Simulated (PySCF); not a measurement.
Isomers of C5H11BO3, from PBE0-D3(BJ)/def2-SVP geometry optimisation, gas phase in PySCF. One conformer each, no zero-point energy, no frequencies.

Question: Which is lowest in electronic energy at this level?
A. `[CH2:1]=[CH:2][O:3][B:4]([OH:5])[O:6][CH:7]([CH3:8])[CH3:9]` with C1–C2–O3–B4 1°, C2–O3–B4–O5 -179°, O3–B4–O5–H 1°, O3–B4–O6–C7 178°, B4–O6–C7–C8 154°: A = 2354, B = 1075, C = 833.2 MHz, dipole 0.82 D
B. `[CH3:1][CH:2]([CH3:3])[C@H:4]1[CH2:5][O:6][B:7]([OH:8])[O:9]1` with C1–C2–C4–C5 61°, O6–B7–O8–H 2°, C2–C4–C5–O6 139°, C4–C5–O6–B7 -14°, C5–O6–B7–O8 -174°, O6–B7–O9–C4 6°: A = 3390, B = 1043, C = 832.3 MHz, dipole 2.18 D
C. `[CH3:1][O:2][C@H:3]1[CH2:4][C@@H:5]([B:6]([OH:7])[OH:8])[CH2:9]1` with C1–O2–C3–C4 73°, C4–C5–B6–O7 -37°, C5–B6–O7–H 180°, C5–B6–O8–H -1°, O2–C3–C4–C5 138°, C3–C4–C5–B6 -143°, C4–C5–C9–C3 19°, O2–C3–C9–C5 -142°: A = 3930, B = 773.0, C = 699.2 MHz, dipole 0.88 D

Answer: B. That is `CC(C)[C@H]1COB(O)O1`, 19.2 kcal/mol below the next.

| SMILES | mapped SMILES | E (Eh) | relative (kcal/mol) | relative (kJ/mol) | dipole (D) |
| --- | --- | --- | --- | --- | --- |
| CC(C)[C@H]1COB(O)O1 | [CH3:1][CH:2]([CH3:3])[C@H:4]1[CH2:5][O:6][B:7]([OH:8])[O:9]1 | -447.01055 | 0.0 | 0.0 | 2.18 |
| C=COB(O)OC(C)C | [CH2:1]=[CH:2][O:3][B:4]([OH:5])[O:6][CH:7]([CH3:8])[CH3:9] | -446.98004 | 19.2 | 80.1 | 0.82 |
| CO[C@H]1C[C@@H](B(O)O)C1 | [CH3:1][O:2][C@H:3]1[CH2:4][C@@H:5]([B:6]([OH:7])[OH:8])[CH2:9]1 | -446.93194 | 49.3 | 206.4 | 0.88 |

As drawn, the highest has a four-membered ring, which the lowest lacks.
